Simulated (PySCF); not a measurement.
**From a computed spectrum to the compound**

A species of 3 atoms with charge 1 has these harmonic modes (BP86, small Gaussian bases with core potentials, PySCF 2.14.0):

```json
{"cm⁻¹": "46", "km/mol": "0.6", "symmetry": "πu"}
{"cm⁻¹": "46", "km/mol": "0.6", "symmetry": "πu"}
{"cm⁻¹": "192", "km/mol": "0.0", "symmetry": "σg+"}
{"cm⁻¹": "280", "km/mol": "12.5", "symmetry": "σu+"}
```

(1) Which species is it, and in which structure?

Answers

(1) [TlBr2]+ (singlet):
```xyz
3

Tl    0.0000    0.0000    0.0000
Br    2.4665    0.0000    0.0000
Br   -2.4665    0.0000    0.0000
```
Ideal gas at 298.15 K and 1 bar: S = 320.1 J/(mol K), Cp = 60.6 J/(mol K), H − H(0 K) = 15.8 kJ/mol (rigid rotor, harmonic modes, spin degeneracy alone; the modes under 60 cm⁻¹ make these uncertain). 
 Other answers can fit too; this one was computed.
